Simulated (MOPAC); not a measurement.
A run for MOPAC: PM6 on H2S2Si (SMILES S[Si]S), a point of a torsion scan.

```
PM6 1SCF PRECISE CHARGE=0 THREADS=1
H2S2Si

S      1.70548319 1    -0.61157113 1    -0.24239953 1
Si    -0.44402553 1    -0.77379443 1    -0.77703382 1
S     -0.32808595 1    -1.58424252 1    -2.79300826 1
H      1.80263781 1     0.62289136 1    -0.71671567 1
H      0.98526396 1    -1.75668852 1    -2.87532726 1
```

Output:

```
*******************************************************************************
 **                                                                           **
 **                              MOPAC v23.2.5                                **
 **                                                                           **
 *******************************************************************************
 ** MOPAC's Digital Object Identifier: https://doi.org/10.5281/zenodo.6511958 **
 **                                                                           **
 ** Please cite the open-source release paper for use of this MOPAC version:  **
 ** J. E. Moussa and J. J. P. Stewart (2026)                                  **
 ** MOPAC: An open-source semiempirical molecular orbital program             **
 ** J. Open Source Softw., 11(119), 8025, https://doi.org/10.21105/joss.08025 **
 *******************************************************************************

                              PM6 CALCULATION RESULTS

 *******************************************************************************
 *  PM6        - The PM6 Hamiltonian to be used
 *
 *
 *
 *                 CHARGE ON SYSTEM = 0
 *
 *
 *
 *  PRECISE    - TIGHTER CRITERIA TO BE USED
 *  1SCF       - DO 1 SCF AND THEN STOP
 *  THREADS=1  - MULTI-THREADING NOT USED
 *  T=         - A TIME OF 172800.0 SECONDS REQUESTED
 *  DUMP=N     - RESTART FILE WRITTEN EVERY 7200.0 SECONDS REQUESTED
 *******************************************************************************
PM6 1SCF PRECISE CHARGE=0 THREADS=1
 H2S2Si

   ATOM   CHEMICAL          X               Y               Z
  NUMBER   SYMBOL      (ANGSTROMS)     (ANGSTROMS)     (ANGSTROMS)

     1       S          1.70548319  *  -0.61157113  *  -0.24239953  *
     2      Si         -0.44402553  *  -0.77379443  *  -0.77703382  *
     3       S         -0.32808595  *  -1.58424252  *  -2.79300826  *
     4       H          1.80263781  *   0.62289136  *  -0.71671567  *
     5       H          0.98526396  *  -1.75668852  *  -2.87532726  *



          CARTESIAN COORDINATES

    NO.       ATOM           X           Y           Z

     1         S          1.7055     -0.6116     -0.2424
     2        Si         -0.4440     -0.7738     -0.7770
     3         S         -0.3281     -1.5842     -2.7930
     4         H          1.8026      0.6229     -0.7167
     5         H          0.9853     -1.7567     -2.8753

 General Reference for PM6:
 "Optimization of Parameters for Semiempirical Methods V: Modification of NDDO Approximations
 and Application to 70 Elements", J. J. P. Stewart, J. Mol. Mod., 13, 1173-1213 (2007)
 URL: https://link.springer.com/article/10.1007/s00894-007-0233-4

           Empirical Formula: H2 S2 Si  =     5 atoms



      MOLECULAR POINT GROUP   :   C1


      RHF CALCULATION, NO. OF DOUBLY OCCUPIED LEVELS = 9


 -------------------------------------------------------------------------------
 PM6 1SCF PRECISE CHARGE=0 THREADS=1
 H2S2Si



     1SCF WAS SPECIFIED, SO BFGS WAS NOT USED
     SCF FIELD WAS ACHIEVED


                              PM6 CALCULATION
                                                       MOPAC v23.2.5 Linux




          FINAL HEAT OF FORMATION =         27.61581 KCAL/MOL =     115.54457 KJ/MOL


          COSMO AREA              =        122.38 SQUARE ANGSTROMS
          COSMO VOLUME            =        115.33 CUBIC ANGSTROMS

          IONIZATION POTENTIAL    =          8.063317 EV
          HOMO LUMO ENERGIES (EV) =         -8.063 -1.932
          NO. OF FILLED LEVELS    =          9
          MOLECULAR WEIGHT        =         94.2213         POINT GROUP:  C1

          MOLECULAR DIMENSIONS (Angstroms)

            Atom       Atom       Distance
            H     4    S     3     3.70438
            H     5   Si     2     2.55518
            S     1    H     4     1.20656


          SCF CALCULATIONS        =          1





   ATOM   CHEMICAL          X               Y               Z
  NUMBER   SYMBOL      (ANGSTROMS)     (ANGSTROMS)     (ANGSTROMS)

     1       S          1.70548319  *  -0.61157113  *  -0.24239953  *
     2      Si         -0.44402553  *  -0.77379443  *  -0.77703382  *
     3       S         -0.32808595  *  -1.58424252  *  -2.79300826  *
     4       H          1.80263781  *   0.62289136  *  -0.71671567  *
     5       H          0.98526396  *  -1.75668852  *  -2.87532726  *

                             CARTESIAN COORDINATES

   1    S        1.705483190    -0.611571130    -0.242399530
   2   Si       -0.444025530    -0.773794430    -0.777033820
   3    S       -0.328085950    -1.584242520    -2.793008260
   4    H        1.802637810     0.622891360    -0.716715670
   5    H        0.985263960    -1.756688520    -2.875327260


           Empirical Formula: H2 S2 Si  =     5 atoms



      MOLECULAR POINT GROUP   :   C1


                  EIGENVALUES
 -30.61650 -29.67539 -15.24967 -13.70454 -12.68947 -10.20565  -9.69542  -9.34258
  -8.06332  -1.93216  -1.25898  -1.09032   0.47304   0.50971   1.20086   1.21881
   1.23496   1.38946   1.50166   1.90585   1.90775   1.93858   2.09943   2.14195
   2.22882   2.40608   2.82179   3.59638   3.78285


              NET ATOMIC CHARGES AND DIPOLE CONTRIBUTIONS

  ATOM NO.   TYPE          CHARGE      No. of ELECS.   s-Pop       p-Pop       d-Pop
    1          S          -0.538610        6.5386     1.91870     4.51128     0.10863
    2         Si           0.568890        3.4311     1.87764     1.28576     0.26772
    3          S          -0.457502        6.4575     1.90638     4.44136     0.10976
    4          H           0.210208        0.7898     0.78979
    5          H           0.217015        0.7830     0.78299
 DIPOLE           X         Y         Z       TOTAL
 POINT-CHG.    -2.057     1.747     0.921     2.852
 HYBRID         1.237    -0.720    -0.520     1.523
 SUM           -0.821     1.026     0.400     1.374


          ATOMIC ORBITAL ELECTRON POPULATIONS

     Atom    s        px        py        pz      x^2-y^2     xz        z^2       yz        xy
    1  S   1.91870   1.51995   1.22537   1.76596   0.05456   0.01199   0.01267   0.02692   0.00250
    2 Si   1.87764   0.56834   0.27475   0.44267   0.05429   0.04939   0.08803   0.05856   0.01745
    3  S   1.90638   1.17992   1.71381   1.54764   0.05481   0.00267   0.03506   0.01337   0.00386
    4  H   0.78979
    5  H   0.78299

 **********************
 *                    *
 * JOB ENDED NORMALLY *
 *                    *
 **********************




 == MOPAC DONE ==
```

The run finished.

Cost: around 0.03 core-seconds (rough).
